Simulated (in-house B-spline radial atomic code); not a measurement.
# PBE0 excitations of Pd

Method: PBE0. Computed with a B-spline radial code for spherical atoms: linear response of the closed shell [Kr] 4d10 with the functional's adiabatic kernel; scalar-relativistic (spin-free one-electron X2C), finite nucleus, no spin-orbit coupling, no double excitations, S, P, D and F terms only; shells from n = 2 respond. Only terms of natural parity with L up to 3 were computed.

Command:
```bash
python run_td.py task.json out
```
Settings (radii: box in bohr, nucleus in fm):
```
Z                        46
electrons                46
configuration            [Kr] 4d10
hamiltonian              x2c
method                   pbe0
box_radius               6.5
wall_radius              6.5
rms_radius               4.5318
intervals                67
```

Run time, properties included: 1.5 s on 1 thread of AMD EPYC 9R45 96-Core Processor (Zen 5), on a shared host.

Confined states, up to the first strongly mixed one, which can leave gaps near the end. Labels give the largest channel, * marks a mixed state, and oscillator strengths are full-response dipole values. Semilocal kernels can invert the small singlet-triplet splittings of Rydberg terms. Energies in eV:

| state | full response | Tamm-Dancoff | oscillator strength |
| --- | --- | --- | --- |
| 4d → 5s 3D | 0.861 | 0.970 | - |
| 4d → 5s 1D | 1.576 | 1.614 | - |
| 4d → 5p 3P | 5.234 | 5.286 | - |
| 4d → 5p 3F | 5.399 | 5.437 | - |
| 4d → 5p 1F | 5.689 | 5.694 | - |
| 4d → 5p 1P | 6.437 | 6.571 | 0.589 |
| 4d → 5d 3S | 11.447 | 11.505 | - |
| 4d → 5d 3D | 12.059 | 12.077 | - |
| 4d → 5d 1D | 12.472 | 12.492 | - |
| 4d → 6s 3D | 14.163 | 14.178 | - |
| 4d → 6s 1D | 14.502 | 14.513 | - |
| 4d → 4f 3P | 15.895 | 15.912 | - |
| 4d → 4f 3F | 16.131 | 16.140 | - |
| 4d → 4f 1F | 16.238 | 16.241 | - |
| 4d → 5d 1S | 15.833 | 16.732 | - |
| 4d → 4f 1P | ? | ? | ? |
| 4d → 6p 3P | 18.621 | 18.651 | - |
| 4d → 6p 3F | 18.783 | 18.805 | - |
| 4d → 6p 1F | 19.085 | 19.087 | - |
| 4d → 6p 1P | 19.770 | 19.894 | 0.44 |
| 4d → 5g 3D | 22.648 | 22.651 | - |
| 4d → 5g 1D | ? | ? | - |

Where does 4d → 5g 1D lie?

At 22.797 eV in full response, 22.803 eV in Tamm-Dancoff.

Where does 4d → 4f 1P lie?

At 16.787 eV in full response, 16.876 eV in Tamm-Dancoff, oscillator strength 2.23.

How large is the singlet-triplet splitting of 4d → 5s (D terms) in Tamm-Dancoff?

0.644 eV, from the unrounded values.

What polarisabilities and dispersion coefficient does the method give?

Dipole 21.03 bohr³, quadrupole 281.2 bohr⁵, C6 153.8 hartree·bohr⁶ for two such species.
